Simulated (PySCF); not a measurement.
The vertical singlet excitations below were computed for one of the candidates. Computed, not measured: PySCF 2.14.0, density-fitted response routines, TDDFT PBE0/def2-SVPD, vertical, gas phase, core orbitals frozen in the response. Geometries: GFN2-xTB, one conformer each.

```
state  E (eV)  λ (nm)       f
   S1    6.68   185.5  0.0041
   S2    6.78   182.8   0.200
   S3    6.97   177.9   0.030
   S4    7.21   171.9   0.080
   S5    7.48   165.7   0.030
   S6    7.60   163.1   0.017
   S7    7.74   160.2  0.0011
   S8    7.82   158.5   0.012
```

Question: Which candidate is it?
A. `[SiH3][SiH2]CC#CC`
B. `[SiH3]CC#CC[SiH3]`
C. `C#C[SiH2]C#C[SiH3]`
D. `C=C(C)[SiH2]C[SiH3]`

Answer: D. Its S1, at 6.68 eV, is the highest among the candidates; the nearest of the others has S1 at 5.95 eV. S1 is HOMO-1→LUMO (91%). Löwdin shares by element: HOMO carbon 76% or more, silicon 4% or more (atoms not listed hold the other 19%); LUMO carbon 57% or more, silicon 10% or more, hydrogen 6% or more (atoms not listed hold the other 28%). At the same level the other candidates give, for their lowest levels:
- `[SiH3]CC#CC[SiH3]`: 5.95 eV (f 0.001); 6.22 eV (f 0.000); 6.42 eV (f 0.143); 6.47 eV (f 0.002); 6.48 eV (f 0.009); T1 5.28 eV; HOMO -6.80, LUMO 0.27 eV
- `CC#CC[SiH2][SiH3]`: 5.88 eV (f 0.004); 6.17 eV (f 0.009); 6.20 eV (f 0.007); 6.41 eV (f 0.023); 6.46 eV (f 0.000); T1 5.34 eV; HOMO -6.99, LUMO -0.02 eV
- `C#C[SiH2]C#C[SiH3]`: 5.62 eV (f 0.000); 5.85 eV (f 0.002); 5.85 eV (f 0.005); 6.10 eV (f 0.000); 6.31 eV (f 0.018) [of 6 roots; the last level is left out, as the window may have cut its degenerate partner]; T1 4.60 eV; HOMO -8.18, LUMO -0.71 eV

Shape of the structure used: `[CH2:1]=[C:2]([CH3:3])[SiH2:4][CH2:5][SiH3:6]`: C1–C2–Si4–C5 -116°, C2–Si4–C5–Si6 55°.
Triplets come from the Tamm–Dancoff approximation.
